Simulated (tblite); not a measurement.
Compound: C5H10O2Si.
SMILES with atom numbers: `[CH3:1][CH2:2][Si@:3]1([OH:4])[CH2:5][CH:6]=[CH:7][O:8]1` (hydrogens: H9, H10, H11 on C1; H12, H13 on C2; H14 on O4; H15, H16 on C5; H17 on C6; H18 on C7)

Cartesian coordinates in Å at the GFN2-xTB level; atoms count from 1:
```
atom  x, y, z in Å
C1     2.5911   -0.5942    0.1083
C2     1.3512   -0.7445   -0.7648
Si3   -0.0191    0.4626   -0.2700
O4     0.6962    1.9266   -0.2193
C5    -1.1453   -0.0035    1.2068
C6    -2.4829   -0.0786    0.5291
C7    -2.4669    0.1745   -0.7691
O8    -1.2773    0.4859   -1.3592
H9     3.3856   -1.2564   -0.2302
H10    2.9500    0.4296    0.0675
H11    2.3637   -0.8314    1.1443
H12    1.6252   -0.5550   -1.8025
H13    0.9969   -1.7746   -0.7178
H14    0.1823    2.7316   -0.2449
H15   -1.1645    0.7370    2.0077
H16   -0.9073   -0.9592    1.6735
H17   -3.3795   -0.3206    1.0715
H18   -3.3081    0.1763   -1.4426
```

Computed values, GFN2-xTB/tblite, gas phase, harmonic and unscaled. Against measured fundamentals such values can be off by several per cent, at times by over 20. One conformer, not necessarily the lowest.

Harmonic wavenumbers (cm⁻¹): 46.6, 86.4, 115.2, 163.4, 194.5, 229.7, 256.3, 266.1, 304.7, 422.5, 454.4, 659.3, 685.2, 721.7, 734.1, 760.9, 785.4, 818.9, 836.3, 844.4, 904.2, 986.8, 1011.6, 1025.5, 1058.2, 1085.0, 1091.4, 1158.9, 1224.1, 1237.4, 1277.9, 1296.8, 1415.3, 1461.4, 1477.0, 1506.6, 1512.2, 1694.6, 2963.5, 2981.3, 2991.1, 2996.1, 3019.9, 3038.6, 3059.3, 3094.5, 3123.3, 3637.8.

A = 3128, B = 1211, C = 1154 MHz; mass 130.045 u (most abundant isotopes); point group C1, symmetry number 1.

Q: What is the zero-point energy?

A: Half the sum of the wavenumbers: 31358 cm⁻¹ = 375.13 kJ/mol.

Q: What is S at 273.15 K and 1 bar for an ideal gas of classical rigid rotors and harmonic oscillators?

A: Translation 167.75, rotation 118.94, vibration 106.41: S = 393.1 J/(mol K).

Q: And Cp and H(273.15 K) − H(0)?

A: Cp = 147.06 J/(mol K), of which vibrations give 113.80 (their classical limit is 48 R = 399.1); H(273.15 K) − H(0) = 24.74 kJ/mol without the zero-point energy, 15.66 from vibrations.

Q: Which modes carry the vibrational entropy at 273.15 K?

A: 46.6 cm⁻¹: 20.01; 86.4 cm⁻¹: 14.93; 115.2 cm⁻¹: 12.59; 163.4 cm⁻¹: 9.81; 194.5 cm⁻¹: 8.47; 229.7 cm⁻¹: 7.22 J/(mol K); the other 42 give 33.37 together.

Q: Blend soft modes into free rotors: weight 1/[1 + (100 cm⁻¹/ν̃)⁴] for the oscillator and the rest for a rotor with moment μB/(μ + B), μ = h/(8π²ν), B = 10⁻⁴⁴ kg m². What vibrational entropy results?

A: 99.16 J/(mol K) in place of 106.41, which changes −T·S at 273.15 K by +1.98 kJ/mol.

Q: What must be added to the electronic energy to get the Gibbs energy at 273.15 K and 1 bar?

A: ZPE + [H(273.15 K) − H(0)] − T·S = 375.13 + 24.74 − 107.37 = 292.50 kJ/mol.

Q: How do the functions run with temperature in this model?

A: 
```
 T (K)  S (J/(mol K))  Cp (J/(mol K))  H − H(0) (kJ/mol)  G − H(0) (kJ/mol)  ln q(vib)
   150          321.5            97.8               9.74             -38.49       2.78
   250          380.5           137.4              21.45             -73.67       5.32
298.15          406.4           157.5              28.55             -92.62       6.53
   400          458.4           197.6              46.68            -136.70       9.10
   600          550.7           257.3              92.59            -237.83      14.05
   900          666.5           312.9             178.83            -421.02      21.01
```

q(vib) and H(0) count from the zero-point level.

Hindered rotation and anharmonicity are outside this model. Other conformers, if any are populated, would add a mixing term that is left out. The structure is chiral; the term R ln 2 for an equal mix with its mirror image is left out.
